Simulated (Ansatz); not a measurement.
Reaction (formal hydrolysis of a Ga–Br bond): `[OH][Ga]([SH])[Br]` + H₂O → `[OH][Ga]([OH])[SH]` + HBr

Calculated with Ansatz (gas phase, PBE0-D4/def2-TZVP geometries, no zero-point term in ΔE). CCSD(T)/CBS adds triple-zeta CCSD(T) − MP2 to the extrapolated MP2 energy (def2 sets, frozen cores). This one scheme is used for every species. Functionals use def2-TZVPP. B3LYP here is the variant with VWN-RPA as its local correlation; programs differ in this. For Br, Ga outer-core shells are correlated without core-valence functions, which leaves a few kJ/mol of doubt a bond. Scalar relativity is left out up to krypton. Each species was taken in one conformer, which may not be the lowest.

`[OH][Ga]([SH])[Br]`:

```xyz
6

O    -0.379    0.573   -1.465
Ga   -0.404    0.331    0.292
S     0.900   -1.044    1.387
Br   -1.918    1.564    1.440
H     0.270    0.040   -1.930
H     1.531   -1.465    0.277
```

H₂O:

```xyz
3

O     0.081    0.365    0.110
H     0.696   -0.298   -0.210
H    -0.777   -0.066    0.100
```

`[OH][Ga]([OH])[SH]`:

```xyz
7

O    -1.418   -0.555    1.076
Ga   -0.054   -0.027    0.063
O    -0.419    0.349   -1.633
S     1.999    0.178    0.783
H    -1.192   -0.751    1.987
H    -1.347    0.228   -1.848
H     2.430    0.578   -0.426
```

HBr:

```xyz
2

Br    0.503   -0.491    0.098
H    -0.503    0.491   -0.098
```

```json
{"level": "PBE-D4", "ΔE (kJ/mol)": "67.7", "difference from CCSD(T)/CBS": "-1.1"}
{"level": "r2SCAN-D4", "ΔE (kJ/mol)": "66.7", "difference from CCSD(T)/CBS": "-2.1"}
{"level": "PBE0-D4", "ΔE (kJ/mol)": "73.1", "difference from CCSD(T)/CBS": "4.3"}
{"level": "ωB97X-V", "ΔE (kJ/mol)": "64.4", "difference from CCSD(T)/CBS": "-4.4"}
{"level": "ωB97M-V", "ΔE (kJ/mol)": "67.3", "difference from CCSD(T)/CBS": "-1.5"}
{"level": "PBE", "ΔE (kJ/mol)": "65.5", "difference from CCSD(T)/CBS": "-3.3"}
{"level": "PBE0", "ΔE (kJ/mol)": "71.1", "difference from CCSD(T)/CBS": "2.3"}
{"level": "B3LYP", "ΔE (kJ/mol)": "63.7", "difference from CCSD(T)/CBS": "-5.1"}
{"level": "HF/def2-TZVPP", "ΔE (kJ/mol)": "73.6", "difference from CCSD(T)/CBS": "4.8"}
{"level": "MP2/def2-TZVPP", "ΔE (kJ/mol)": "67.0", "difference from CCSD(T)/CBS": "-1.8"}
{"level": "SCS-MP2/def2-TZVPP", "ΔE (kJ/mol)": "63.5", "difference from CCSD(T)/CBS": "-5.3"}
{"level": "HF/def2-QZVPP", "ΔE (kJ/mol)": "72.3", "difference from CCSD(T)/CBS": "3.5"}
{"level": "SCS-MP2/def2-QZVPP", "ΔE (kJ/mol)": "65.5", "difference from CCSD(T)/CBS": "-3.3"}
{"level": "HF/CBS(def2)", "ΔE (kJ/mol)": "72.2", "difference from CCSD(T)/CBS": "3.4"}
{"level": "MP2/CBS(def2)", "ΔE (kJ/mol)": "71.7", "difference from CCSD(T)/CBS": "2.9"}
{"level": "CCSD/CBS(def2)", "ΔE (kJ/mol)": "69.3", "difference from CCSD(T)/CBS": "0.5"}
{"level": "CCSD(T)/CBS", "ΔE (kJ/mol)": "68.8", "difference from CCSD(T)/CBS": "0"}
```

Largest T1 diagnostic among the species: 0.014.

The D4 term adds +3.8 kJ/mol with B3LYP and +2.1 kJ/mol with PBE0; it sums over pairs of atoms, weighted by their polarisabilities, and B3LYP, whose exchange is more repulsive, gets the larger term. From PBE to PBE0 (25 % exact exchange), in def2-TZVPP and without D4, ΔE moves by +5.6 kJ/mol.
